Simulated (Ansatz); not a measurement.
Start from `O[SiH2]S[SiH](Cl)Cl` and change one atom or group to get `CS[SiH](Cl)Cl`.

Ansatz, PBE0-D4/def2-TZVP geometries, multiplicity 1. Each molecule was computed in one conformer, which needn't be the lowest.

```csv
property,`O[SiH2]S[SiH](Cl)Cl`
HOMO energy (PBE/def2-TZVPP) / eV,-6.94
HOMO energy (ωB97M-V/def2-TZVPP) / eV,-10.35
size of the dipole moment (B3LYP/def2-TZVPP) / D,1.07
LUMO energy (PBE0/def2-TZVPP) / eV,-0.29
LUMO energy (PBE/def2-TZVPP) / eV,-1.16
size of the dipole moment (ωB97M-V/def2-TZVPP) / D,1.05
```

Problem. What does the change do to each property? (Estimate.)

Solution. Computed: 
```csv
property,`CS[SiH](Cl)Cl`,shift
HOMO energy (PBE/def2-TZVPP) / eV,-6.27,0.67
HOMO energy (ωB97M-V/def2-TZVPP) / eV,-9.67,0.68
size of the dipole moment (B3LYP/def2-TZVPP) / D,1.29,0.22
LUMO energy (PBE0/def2-TZVPP) / eV,-0.45,-0.16
LUMO energy (PBE/def2-TZVPP) / eV,-1.39,-0.23
size of the dipole moment (ωB97M-V/def2-TZVPP) / D,1.27,0.22
```

With PBE0 the HOMO rises by 0.68 eV and the LUMO falls by 0.16 eV, so the gap narrows by about 0.84 eV. PBE moves the HOMO by 0.67 eV and ωB97M-V by 0.68 eV. Dipoles are sizes alone; their direction can turn.

B3LYP here is the variant with VWN-RPA as its local correlation; programs differ in this.
